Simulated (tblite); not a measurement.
C3H12B2ClN.
Numbering: `[BH2:1][CH2:2][CH2:3][CH2:4][B@@H-:5]([NH3+:6])[Cl:7]` (hydrogens: H8, H9 on B1; H10, H11 on C2; H12, H13 on C3; H14, H15 on C4; H16 on B5; H17, H18, H19 on N6)

Computed with GFN2-xTB (tblite), gas phase: L-BFGS steps from a force-field or distance-geometry start until the largest atomic force falls under 0.01 eV/Å.

Step 40: E = -612.2503 eV
```
atom  x, y, z in Å  |  force x, y, z in eV/Å
B1     -2.7928    0.8362    0.1301   -0.015   0.001   0.001
C2     -2.1851   -0.6040    0.2274   -0.012  -0.004   0.001
C3     -0.7948   -0.8323   -0.3738    0.019   0.004   0.005
C4      0.2787   -0.0455    0.3832    0.033   0.030   0.001
B5      1.7670   -0.2068   -0.2313   -0.005  -0.047  -0.014
N6      2.7390    0.8400    0.5865    0.005   0.011   0.014
Cl7     2.5358   -1.8303    0.2280    0.015   0.016  -0.016
H8     -3.6621    1.1380    0.8542   -0.015   0.013  -0.003
H9     -2.4333    1.6046   -0.6760    0.031  -0.019  -0.001
H10    -2.1893   -0.9830    1.2536   -0.003  -0.005  -0.009
H11    -2.9031   -1.2394   -0.3091    0.002  -0.021   0.006
H12    -0.5445   -1.8952   -0.3391    0.016  -0.001   0.009
H13    -0.7840   -0.5301   -1.4225   -0.029   0.031   0.004
H14     0.2557   -0.3656    1.4306   -0.022   0.009  -0.019
H15    -0.0174    1.0091    0.3737   -0.021   0.013  -0.002
H16     1.9004    0.0083   -1.3893    0.005  -0.013   0.029
H17     2.6220    1.7942    0.2570    0.001  -0.006   0.012
H18     2.4952    0.7774    1.5723    0.023  -0.007  -0.001
H19     3.7030    0.5336    0.4676   -0.026  -0.007  -0.018
```

Step 41: E = -612.2506 eV
```
atom  x, y, z in Å  |  force x, y, z in eV/Å
B1     -2.7946    0.8348    0.1294   -0.021   0.014  -0.005
C2     -2.1837   -0.6038    0.2279   -0.032   0.011   0.009
C3     -0.7939   -0.8300   -0.3743   -0.001   0.005   0.005
C4      0.2790   -0.0443    0.3837    0.029   0.022  -0.002
B5      1.7656   -0.2077   -0.2304    0.034  -0.050  -0.009
N6      2.7394    0.8389    0.5866    0.003   0.010   0.010
Cl7     2.5351   -1.8312    0.2284    0.011   0.014  -0.011
H8     -3.6664    1.1366    0.8516   -0.002   0.006  -0.010
H9     -2.4358    1.6025   -0.6782    0.027  -0.022   0.006
H10    -2.1863   -0.9806    1.2547   -0.003  -0.013  -0.002
H11    -2.9023   -1.2403   -0.3064    0.006  -0.025   0.005
H12    -0.5438   -1.8928   -0.3405    0.023  -0.007   0.000
H13    -0.7847   -0.5248   -1.4219   -0.024   0.023  -0.003
H14     0.2553   -0.3665    1.4300   -0.024   0.018  -0.006
H15    -0.0154    1.0106    0.3735   -0.026   0.015   0.007
H16     1.9006    0.0056   -1.3877    0.002  -0.004   0.010
H17     2.6202    1.7933    0.2591   -0.002   0.000   0.010
H18     2.4983    0.7743    1.5729    0.024  -0.007   0.003
H19     3.7036    0.5348    0.4644   -0.024  -0.011  -0.016
```

Task: Estimate the geometry and energy of step 42. (The exact step hangs on the optimiser's Hessian estimate; all steps are aligned on step 41, rigid shifts and turns removed.)

Result: E = -612.2511 eV, largest force 0.070 eV/Å
```
atom  x, y, z in Å  |  force x, y, z in eV/Å
B1     -2.7977    0.8334    0.1282   -0.023   0.020  -0.011
C2     -2.1824   -0.6032    0.2288   -0.039   0.019   0.014
C3     -0.7929   -0.8269   -0.3748   -0.023   0.006   0.003
C4      0.2800   -0.0426    0.3842    0.009   0.007  -0.007
B5      1.7650   -0.2098   -0.2295    0.061  -0.035   0.002
N6      2.7401    0.8376    0.5870    0.000   0.004   0.002
Cl7     2.5345   -1.8323    0.2291    0.010   0.005  -0.003
H8     -3.6721    1.1345    0.8481    0.008   0.001  -0.014
H9     -2.4395    1.5999   -0.6811    0.024  -0.021   0.012
H10    -2.1824   -0.9775    1.2563   -0.004  -0.018   0.005
H11    -2.9011   -1.2421   -0.3026    0.011  -0.026   0.003
H12    -0.5427   -1.8898   -0.3426    0.026  -0.003  -0.010
H13    -0.7858   -0.5178   -1.4212   -0.018   0.011  -0.006
H14     0.2545   -0.3674    1.4292   -0.022   0.028   0.010
H15    -0.0133    1.0126    0.3738   -0.023   0.013   0.014
H16     1.9012    0.0020   -1.3859    0.001   0.005  -0.014
H17     2.6178    1.7923    0.2619   -0.005   0.007   0.009
H18     2.5028    0.7700    1.5738    0.022  -0.007   0.008
H19     3.7042    0.5362    0.4601   -0.014  -0.015  -0.015
```

The energy changes by -0.0004 eV. The first-order estimate −F·Δx gives -0.0006 eV and the mean of the old and new forces, exact on a quadratic surface, -0.0004 eV. The step makes an angle of 76° with the force vector and moves no atom by more than 0.007 Å.

The cost below is that of the whole relaxation. Time: 0.63 s. Hardware: one thread of an Arm Neoverse V1, no GPU, shared host with 32 logical CPUs at a one-minute load of 6.4.
